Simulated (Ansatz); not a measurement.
Correlation energies of C2H7ClOSi (`C[Si](C)(O)Cl`) by basis set

```xyz
12

C     0.8486    0.8985   -1.0332
Si    0.2324   -0.1316    0.3823
C    -1.6011   -0.3660    0.3927
O     0.8965   -1.6326    0.3912
Cl    0.7981    0.8521    2.1204
H     0.3963    1.8927   -1.0141
H     1.9330    1.0234   -0.9860
H     0.5988    0.4231   -1.9855
H    -2.1158    0.5968    0.4136
H    -1.9069   -0.9402    1.2692
H    -1.9181   -0.9086   -0.5017
H     1.8381   -1.7075    0.5513
```

Total charge 0; spin multiplicity 1. All single points use the PBE0-D4/def2-TZVP geometry. It is one conformer, not always the lowest. Frozen core, restricted reference, the Gaussian-basis code of Ansatz. CBS rows extrapolate triple and quadruple zeta; past MP2 they add the triple-zeta difference.

| basis | HF (Eh) | MP2 corr. | CCSD corr. | (T) | CCSD(T) total |
| --- | --- | --- | --- | --- | --- |
| def2-SVP | -902.88651 | -0.70401 | -0.75923 | -0.01841 | -903.66415 |
| def2-TZVPP | -903.34065 | -0.90687 | ? | ? | ? |
| def2-QZVPP | ? | -0.97880 | – | – | – |
| CBS(def2) | -903.37417 | ? | -1.08317 | as TZ | ? |

Question: Fill in the withheld values. (An estimate is asked.)

Answer: Computed: def2-TZVPP CCSD corr.: -0.95797; def2-TZVPP (T): -0.03679; def2-TZVPP CCSD(T) total: -904.33541; def2-QZVPP HF (Eh): -903.37011; CBS(def2) MP2 corr.: -1.03207; CBS(def2) CCSD(T) total: -904.49413.
